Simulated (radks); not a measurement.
Ag, 47 electrons, occupied as [Kr] 4d10 6p1 (not the ground configuration).

Method: scalar-relativistic Kohn-Sham, BLYP, spin-polarised, spherical densities, finite nucleus; open shells are filled with parallel spins first (spin-orbit coupling, left out, can overturn this in heavy ions); Fermi nuclear charge, rms radius 4.5454 fm; computed with a radial shooting solver on a logarithmic mesh with Libxc functionals.

Energy parts (hartree):
total: -5316.28572
kinetic: 5523.04227
electron-nucleus: -12840.66425
Hartree: 2150.86646
exchange-correlation: -149.53019

Orbitals (lengths in bohr, moments of r in powers of bohr; <r^-3> diverges for s and p1/2):
orbital  occ.  eigenvalue (hartree)  <r^-3>
1s up       1             -931.1836       -
1s down     1             -931.1836       -
2s up       1             -137.2683       -
2s down     1             -137.2682       -
2p up       3             -123.1622    3780
2p down     3             -123.1621    3780
3s up       1             -25.31193       -
3s down     1             -25.31189       -
3p up       3             -20.67920   675.2
3p down     3             -20.67916   675.2
3d up       5             -13.36814   92.24
3d down     5             -13.36810   92.24
4s up       1              -3.68660       -
4s down     1              -3.68651       -
4p up       3              -2.34618   111.5
4p down     3              -2.34607   111.5
4d up       5              -0.46591   8.549
4d down     5              -0.46552   8.554
6p up       1              -0.03660  0.6163

The highest occupied level is 6p up at -0.996 eV. The spin density at the nucleus is 0.000106 e/bohr^3 (1s -0.003861, 2s 0.001838, 3s 0.000592, 4s 0.001537). Summed over all electrons, <r^2> = 166.4 bohr^2, which gives a Langevin (diamagnetic) susceptibility term of -132 x 10^-6 cm^3/mol. The electron density at the nucleus is 1.494e+05 e/bohr^3 (large components only). The density falls to 0.001 e/bohr^3 at r = 3.66 bohr.
